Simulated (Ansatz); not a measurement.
`C#[C][Zr]([Cl])([Cl])[O]C` + HCl → `C#[C][Zr]([Cl])([Cl])[Cl]` + CH₃OH  (ligand exchange at a Zr–O bond)

Gas-phase electronic energies from Ansatz, PBE0-D4/def2-TZVP geometries. CCSD(T)/CBS is the MP2 limit (def2-TZVPP, def2-QZVPP) plus CCSD(T) − MP2 in def2-TZVPP, frozen cores. This one scheme is used for every species. DFT in def2-TZVPP. B3LYP here is the variant with VWN-RPA as its local correlation; programs differ in this. HSE06 is defined as in plane-wave codes. Elements past krypton have def2 core potentials. For Zr outer-core shells are correlated without core-valence functions, which leaves a few kJ/mol of doubt a bond. Each species was taken in one conformer, which may not be the lowest.

`C#[C][Zr]([Cl])([Cl])[O]C`:

```xyz
11

C    -3.244   -0.247    0.532
C    -2.099   -0.581    0.303
Zr   -0.064   -1.233   -0.110
Cl    0.685   -2.644    1.608
Cl    0.030   -2.268   -2.213
O     0.979    0.319   -0.136
C     1.824    1.431   -0.172
H    -4.251    0.044    0.734
H     2.306    1.500   -1.151
H     1.243    2.339    0.005
H     2.592    1.340    0.600
```

HCl:

Z-matrix (Å, degrees):
```
Cl
H 1 1.279
```

`C#[C][Zr]([Cl])([Cl])[Cl]`:

Cartesian coordinates in Å:
```
C 0.100 -0.356 -2.224
C 0.046 -0.164 -1.024
Zr -0.049 0.175 1.097
Cl 0.422 -1.826 2.170
Cl -2.190 0.902 1.616
Cl 1.523 1.792 1.642
H 0.148 -0.524 -3.277
```

CH₃OH:

Cartesian coordinates in Å:
```
C -0.313 -0.164 -0.044
O 0.752 0.703 -0.359
H -1.044 -0.079 -0.849
H -0.809 0.107 0.896
H 0.006 -1.212 0.017
H 1.408 0.647 0.338
```

```csv
level,ΔE (kJ/mol),difference from CCSD(T)/CBS
LDA (SPW92),1.5,2.7
PBE-D4,-3.5,-2.3
revPBE-D4,-3.1,-1.9
BLYP-D4,1.7,2.9
r2SCAN-D4,-4.9,-3.7
B97M-V,-6.5,-5.3
PBE0-D4,-5.6,-4.4
B3LYP-D4,-0.1,1.1
r2SCANh-D4,-5.5,-4.3
r2SCAN0-D4,-6.4,-5.2
HSE06-D4,-6.2,-5.0
BHLYP-D4,-2.3,-1.1
CAM-B3LYP-D4,6.3,7.5
ωB97X-V,2.8,4.0
ωB97M-V,-0.2,1.0
B2PLYP,0.8,2.0
PBE-QIDH,-3.5,-2.3
revPBE,-6.0,-4.8
BLYP,-0.1,1.1
r2SCAN,-5.7,-4.5
PBE0,-6.7,-5.5
B3LYP,-1.5,-0.3
r2SCAN0,-7.3,-6.1
HSE06,-7.2,-6.0
BHLYP,-2.6,-1.4
LC-ωPBE,6.1,7.3
RPA@PBE/def2-TZVPP,4.4,5.6
HF/def2-SVP,1.7,2.9
MP2/def2-SVP,15.6,16.8
CCSD/def2-SVP,15.7,16.9
CCSD(T)/def2-SVP,15.3,16.5
HF/def2-TZVPP,-4.2,-3.0
MP2/def2-TZVPP,2.3,3.5
SCS-MP2/def2-TZVPP,4.2,5.4
CCSD/def2-TZVPP,4.8,6.0
HF/def2-QZVPP,-4.2,-3.0
MP2/def2-QZVPP,-0.9,0.3
SCS-MP2/def2-QZVPP,1.0,2.2
MP2/CBS(def2),-3.2,-2.0
CCSD/CBS(def2),-0.8,0.4
CCSD(T)/CBS,-1.2,0
```

Problem. What do rigid-rotor, harmonic-oscillator terms from PBE0-D4/def2-TZVP frequencies (298.15 K, 1 bar) make of the CCSD(T)/CBS value? (Best estimate.)

Solution. Computed: ΔZPE = +11.1 kJ/mol, ΔH = +6.8 kJ/mol, ΔS = -6 J/(mol·K), ΔG = +8.5 kJ/mol. Modes under 50 cm⁻¹ make the entropy rough.

Largest T1 diagnostic among the species: 0.016.

In def2-TZVPP, CCSD(T) changes the Hartree–Fock value by +8.5 kJ/mol (the triples alone add −0.4 kJ/mol) and MP2 by +6.5 kJ/mol. At CCSD(T), def2-SVP lies +16.5 kJ/mol from the extrapolated value and def2-TZVPP +5.6 kJ/mol.
